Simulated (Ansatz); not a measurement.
One change: `O[B](F)[InH2]` becomes `OB(F)[SiH3]`.

Ansatz, PBE0-D4/def2-TZVP geometries, multiplicity 1. Each molecule was computed in one conformer, which needn't be the lowest.

Elements past krypton have def2 core potentials.

| property | `O[B](F)[InH2]` |
| --- | --- |
| size of the dipole moment (PBE/def2-TZVPP) / D | 1.94 |
| HOMO energy (PBE0/def2-TZVPP) / eV | -7.45 |
| ideal-gas entropy at 298 K and 1 bar (rigid rotor, harmonic PBE0-D4/def2-TZVP) / J/(mol·K) | 342 |
| size of the dipole moment (ωB97M-V/def2-TZVPP) / D | 2.03 |
| HOMO–LUMO gap (ωB97M-V/def2-TZVPP) / eV | 8.98 |
| HOMO energy (B3LYP/def2-TZVPP) / eV | -7.27 |

Problem. Give the same properties after the change, and the shifts. (Best estimate.)

Solution. Computed: 
```
                                                                                  property  `OB(F)[SiH3]`  shift
                                            size of the dipole moment (PBE/def2-TZVPP) / D           1.98   0.04
                                                        HOMO energy (PBE0/def2-TZVPP) / eV          -8.59  -1.14
ideal-gas entropy at 298 K and 1 bar (rigid rotor, harmonic PBE0-D4/def2-TZVP) / J/(mol·K)            316    -26
                                        size of the dipole moment (ωB97M-V/def2-TZVPP) / D           2.10   0.07
                                                   HOMO–LUMO gap (ωB97M-V/def2-TZVPP) / eV          12.04   3.06
                                                       HOMO energy (B3LYP/def2-TZVPP) / eV          -8.39  -1.12
```

With PBE0 the HOMO falls by 1.14 eV and the LUMO rises by 1.35 eV, so the gap widens by about 2.49 eV. PBE moves the HOMO by -0.96 eV and ωB97M-V by -1.21 eV. The zero-point energy changes by 35.0 kJ/mol with +3 modes. Dipoles are sizes alone; their direction can turn. Modes under 60 cm⁻¹, often nearly free rotors, make the harmonic entropy too high.

B3LYP here is the variant with VWN-RPA as its local correlation; programs differ in this.
